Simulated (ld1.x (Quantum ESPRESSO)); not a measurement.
## Mn (Z = 25), TM: configuration errors across variants

ld1.x (Quantum ESPRESSO) 7.5 input, shortened:

```
&input
   title='Mn', zed=25., rel=1, dft='PZ', iswitch=3,
   config='[Ar] 3d5 4s1 4p1'
 /
 &inputp
   pseudotype=2, tm=.true., lloc=0,
   nlcc=.false.
 /
3
3P  2  1   6.00   0.00  0.90  0.90  0.0
3D  3  2   5.00   0.00  1.75  1.75  0.0
4S  1  0   1.00   0.00  2.25  2.25  0.0
 &test
   configts(1)='3p6 3d5 4s1 4p1'
 /
```

Occupied shells without a wave of their own: 4p. They enter only through the test configuration that unscreens the potential.

All-electron excitation energies from the reference (eV): (1) 3p6 3d5 4s2 4p0 -3.925; (2) 3p6 3d5 4s1 4p0 4.729; (3) 3p6 3d5 4s0 4p0 20.606; (4) 3p6 3d4 4s0 4p0 53.417; (5) 3p6 3d6 4s0 4p0 3.099; (6) 3p6 3d5 4s0 4p2 4.156; (7) 3p6 3d4 4s2 4p1 3.995; (8) 3p6 3d5 4s1 4p1 spin -6.543; (9) 3p6 3d5 4s2 4p0 spin -8.979.

Spin tests fill each open shell by Hund’s rule, majority spin first.

For the base: The 4p level has no wave, so the channel is fitted at the deeper level alone: the likely source of the large errors.

On the changes marked as counting shells twice: ld1.x takes every shell without a wave as core, so the model core holds the marked electrons as well and exchange and correlation see them twice. This cancels in the reference configuration, but the file is broken for other ones, and its errors say nothing about a proper core correction.

5 further variants failed, have other tests or another functional or relativity, and are left out.

The file “base” misses its own reference levels by 0.6 eV. The file “wave 4s (bound): rc 2.25 bohr becomes 4s (bound): rc 1.70 bohr” misses its own reference levels by 0.5 eV. The file “core correction a·sin(br)/r model core inside 0.88 bohr (4p counted twice)” misses its own reference levels by 0.6 eV.

Errors AE − PS in meV (a dash: test not solved or not reliable):

| change | (1) | (2) | (3) | (4) | (5) | (6) | (7) | (8) | (9) | bound ghosts |
| --- | --- | --- | --- | --- | --- | --- | --- | --- | --- | --- |
| base | +464 | +1012 | +1650 | +2564 | +579 | -757 | -219 | +920 | +1491 | none |
| wave 4s (bound): rc 2.25 bohr becomes 4s (bound): rc 1.70 bohr | +411 | +884 | +1444 | +2200 | +525 | -657 | -77 | +945 | +1445 | none |
| core correction a·sin(br)/r model core inside 0.88 bohr (4p counted twice) | +427 | +874 | +1185 | +1910 | +330 | -778 | -251 | +8.2 | +769 | none |

(1) Give the same row for: wave 3d (bound): rc 1.75 bohr becomes 3d (bound): rc 1.06 bohr.

Results:

(1) +462, +1012, +1644, +2495, +515, -758, -343, +1110, +1688; bound ghosts: none.
